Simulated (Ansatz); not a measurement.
Two isomers of CH7ClOSi2: A = `C[SiH2][SiH](O)Cl`, B = `OC([SiH3])[SiH2]Cl`.

Calculated with Ansatz (gas phase, PBE0-D4/def2-TZVP geometries, no zero-point term in ΔE). CBS: MP2 limit from def2 TZ/QZ plus the TZ coupled-cluster correction, frozen cores. Functionals use def2-TZVPP. B3LYP here is the variant with VWN-RPA as its local correlation; programs differ in this. Each species was taken in one conformer, which may not be the lowest.

Problem. Which is lower in electronic energy at CCSD(T)/CBS, and by how much? (Best estimate.)

Solution. The calculation gave: A, by 51.3 kcal/mol.

Problem. Give E(B) − E(A) in kcal/mol with LDA (SPW92), PBE0-D4, B3LYP, ωB97M-V, CCSD/def2-TZVPP, BLYP-D4, HF/def2-TZVPP. (An estimate is asked.)

Solution. Computed: LDA (SPW92) 49.0, PBE0-D4 51.3, B3LYP 51.1, ωB97M-V 49.6, CCSD/def2-TZVPP 51.0, BLYP-D4 49.5, HF/def2-TZVPP 52.1. None reverses the order clearly.

Problem. Does the order hold for the free energy at 298.15 K (harmonic terms from PBE0-D4)? (Best estimate.)

Solution. Computed: Yes: G(B) − G(A) = +49.7 kcal/mol, for one conformer each. Modes under 60 cm⁻¹, often nearly free rotors, make the harmonic entropy too high.

Largest T1 diagnostic: 0.011.

At CCSD(T), def2-SVP lies −6.5 kcal/mol from the extrapolated value and def2-TZVPP −0.8 kcal/mol. Leaving LDA and LC-ωPBE aside and taking each functional with its dispersion term where it has one, the values, not all of them listed here, spread over 3.9 kcal/mol, from revPBE-D4 to B97M-V. LDA lies −1.5 kcal/mol from PBE without D4.
